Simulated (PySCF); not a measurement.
# Basis-set dependence of population analyses: `O=C[SiH2]C(F)F`

Species: C2H4F2OSi.
Numbering: `[O:1]=[CH:2][SiH2:3][CH:4]([F:5])[F:6]` (hydrogens: H7 on C2; H8, H9 on Si3; H10 on C4)

PBE0 throughout (PySCF), one geometry, spherical d and f functions. Geometry: PBE0-D3(BJ)/def2-SVP, one conformer, isolated molecule. Atoms taken as equivalent share a column and are averaged. The first 7 of 8 kinds of atom are listed.

Mulliken charges (e):

```tsv
basis	functions	O1	C2	Si3	C4	F5/F6	H7	H8/H9
STO-3G	38	-0.170	-0.056	+0.556	-0.010	-0.118	+0.058	-0.102
6-31G	66	-0.345	-0.045	+0.653	+0.152	-0.308	+0.166	-0.076
pcSseg-0	66	-0.419	-0.195	+0.841	+0.004	-0.352	+0.233	-0.005
6-31G*	96	-0.337	+0.030	+0.413	+0.303	-0.316	+0.154	-0.046
cc-pVDZ	108	-0.184	+0.033	+0.304	+0.243	-0.210	+0.035	-0.030
def2-SVP	108	-0.208	-0.014	+0.428	+0.235	-0.240	+0.056	-0.037
aug-cc-pVDZ	178	-0.444	+0.427	+0.025	+0.963	-0.443	-0.187	+0.226
6-311+G(2d,p)	194	-0.286	-0.072	+0.530	+0.134	-0.261	+0.127	-0.033
def2-TZVP	216	-0.233	+0.037	+0.201	+0.178	-0.192	+0.096	+0.006
cc-pVTZ	240	-0.228	+0.066	+0.243	+0.233	-0.193	+0.053	-0.010
IGLO-III	259	-0.354	+0.056	+0.738	+0.100	-0.232	+0.086	-0.141
```

IAO charges (e):

| basis | functions | O1 | C2 | Si3 | C4 | F5/F6 | H7 | H8/H9 |
| --- | --- | --- | --- | --- | --- | --- | --- | --- |
| STO-3G | 38 | -0.165 | -0.142 | +0.666 | -0.050 | -0.145 | +0.089 | -0.106 |
| 6-31G | 66 | -0.308 | -0.001 | +0.550 | +0.148 | -0.279 | +0.123 | -0.057 |
| pcSseg-0 | 66 | -0.292 | -0.010 | +0.540 | +0.141 | -0.272 | +0.119 | -0.055 |
| 6-31G* | 96 | -0.335 | +0.021 | +0.660 | +0.189 | -0.293 | +0.103 | -0.095 |
| cc-pVDZ | 108 | -0.327 | +0.021 | +0.648 | +0.189 | -0.294 | +0.102 | -0.093 |
| def2-SVP | 108 | -0.326 | +0.019 | +0.664 | +0.188 | -0.294 | +0.100 | -0.098 |
| aug-cc-pVDZ | 178 | -0.351 | +0.032 | +0.655 | +0.194 | -0.305 | +0.109 | -0.089 |
| 6-311+G(2d,p) | 194 | -0.353 | +0.025 | +0.686 | +0.185 | -0.305 | +0.110 | -0.097 |
| def2-TZVP | 216 | -0.351 | +0.023 | +0.693 | +0.190 | -0.306 | +0.108 | -0.100 |
| cc-pVTZ | 240 | -0.347 | +0.024 | +0.679 | +0.192 | -0.304 | +0.107 | -0.097 |
| IGLO-III | 259 | -0.353 | +0.023 | +0.695 | +0.186 | -0.306 | +0.109 | -0.099 |

Question: Which scheme is steadiest as the basis changes?

Answer: Largest range over the bases for any column: IAO 0.24 e, Mulliken 0.97 e. IAO charges move least and Mulliken charges most, counted in e. Without the minimal STO-3G basis the ranges are IAO 0.15, Mulliken 0.96 e.

Question: How much do the charges still move between the two largest bases, cc-pVTZ and IGLO-III?

Answer: At most, over all atoms: Mulliken 0.495 e, IAO 0.016 e.

Question: What do the same runs give for the total energy, the frontier levels and the dipole moment?

Answer: 
| basis | energy (Eh) | HOMO (eV) | LUMO (eV) | μ (D) |
| --- | --- | --- | --- | --- |
| STO-3G | -634.3003 | -3.95 | 2.25 | 1.59 |
| 6-31G | -642.3341 | -7.17 | -1.63 | 2.88 |
| pcSseg-0 | -641.3050 | -7.31 | -1.78 | 3.02 |
| 6-31G* | -642.4607 | -7.02 | -1.50 | 2.49 |
| cc-pVDZ | -642.5047 | -7.03 | -1.55 | 2.43 |
| def2-SVP | -642.1283 | -7.15 | -1.68 | 2.54 |
| aug-cc-pVDZ | -642.5400 | -7.31 | -1.92 | 2.65 |
| 6-311+G(2d,p) | -642.6167 | -7.35 | -1.96 | 2.71 |
| def2-TZVP | -642.6524 | -7.30 | -1.89 | 2.60 |
| cc-pVTZ | -642.6355 | -7.23 | -1.80 | 2.54 |
| IGLO-III | -642.6589 | -7.33 | -1.93 | 2.65 |

The dipole is fixed by the density alone, so its range of 1.43 D shows that the density itself changes with the basis, not only its division among atoms.
